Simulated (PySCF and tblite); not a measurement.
The numbers below are computed, except where a source is named.
System: C4H10Ge, numbered as in [CH2:1]1[CH2:2][CH2:3][GeH2:4][CH2:5]1.

For the inversion of the 5-membered ring (1–2–3–4–5): electronic barrier 4.98 kcal/mol, zero-point change -0.15 kcal/mol, thermal and entropy terms at 298.15 K a further 0.22 kcal/mol (symmetry numbers apart). The minimum is C2, the saddle Cs. Geometries: GFN2-xTB; energies: PBE0/pcSseg-1 + D3(BJ); zero-point and thermal terms from GFN2-xTB harmonic modes (soft modes blended into free rotors). Rates follow Eyring's equation with the number of equivalent paths and no tunnelling. Programs: tblite and PySCF.

Task: How many equivalent paths lead out of the minimum?

Result: 2: the symmetry number of the minimum is 2, that of the saddle displaced along its mode 1.

Task: Work out the rate at 298.15 K.

Result: ΔG‡ = 5.05 kcal/mol; k_B T/h = 6.2×10¹² s⁻¹; exp(−ΔG‡/RT) = 0.0002; times 2 gives k = 2.5×10⁹ s⁻¹. Wigner's tunnelling factor for the 128i cm⁻¹ mode would be 1.02.

Spin–orbit effects of heavy atoms on shieldings are missing.
